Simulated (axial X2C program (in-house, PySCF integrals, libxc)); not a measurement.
Low determinants of IrH⁺ at the PBE0 level, scalar-relativistic

All values were computed with an axial X2C code built on PySCF integrals. Spin-free means the one-electron spin-free X2C Hamiltonian. Basis: Ir dyall-v3z [13s14p9d6f2g], H dyall-v3z [6s2p1d] (cores contracted in-house); Gaussian nuclei, density fitting, unrestricted open shells. Masses: Ir 192.963 u, H 1.008 u.

Search at 1.540 Å (vertical energies from the lowest determinant):

| ΔE (eV) | state | electrons beyond evenly filled partner blocks | electrons in σ, π, δ, φ |
| --- | --- | --- | --- |
| 0.00 | M_S = 3/2, Λ = 0 | σα, δ+α, δ-α | 27 32 14 4 |
| 0.38 | M_S = 3/2, Λ = 3 | σα, π+α, π+β, π-α, δ+α, δ+β, δ-α | 27 31 15 4 |
| 0.52 | M_S = 3/2, Λ = 1 | σα, π+α, π-α, π-β, δ+α, δ+β, δ-α | 27 31 15 4 |
| 0.84 | M_S = 1/2, Λ = 2 | δ+α, δ+β, δ-α | 26 32 15 4 |
| 1.13 | M_S = 1/2, Λ = 3 | σα, π+α, π+β, π-β, δ+α, δ+β, δ-α | 27 31 15 4 |
| 1.13 | M_S = 1/2, Λ = 1 | σα, π+β, π-α, π-β, δ+α, δ+β, δ-α | 27 31 15 4 |
| 1.26 | M_S = 1/2, Λ = 1 | π+α, π+β, π-α | 26 31 16 4 |

Lowest determinant, M_S = 3/2, Λ = 0 (beyond evenly filled blocks: σα, δ+α, δ-α): Re = 1.542 Å, ωe = 2354.6 cm⁻¹.

The determinant in row 2 of the search, M_S = 3/2, Λ = 3 (beyond evenly filled blocks: σα, π+α, π+β, π-α, δ+α, δ+β, δ-α), was followed along the bond at PBE0; measured from the minimum of the lowest determinant it gives:

Te = 0.369 eV (2979 cm⁻¹), Re = 1.568 Å, ωe = 2272.7 cm⁻¹.

**Question.** Compare the bond of the determinant in row 2 with that of the lowest one.

**Answer.** At PBE0 its Re is 0.026 Å longer and its force constant, which goes as ωe², is 0.93 times that of the lowest determinant. T0 ≈ Te + Δωe/2 = 2979 + (-41) = 2938 cm⁻¹.

The search compares states at one distance, so a state with another bond length can lie lower; it is not exhaustive and yields mostly the lowest determinant of each block pattern, so other components and higher states of one pattern are missing. These are energies of single determinants, not of spin-adapted states; PBE0 term energies can be off by some tenths of an eV, and the functional has no current term. The lowest determinant need not be the ground state where others lie within half an eV. Spin–orbit coupling is large for these atoms, so the spin-free order is a model.
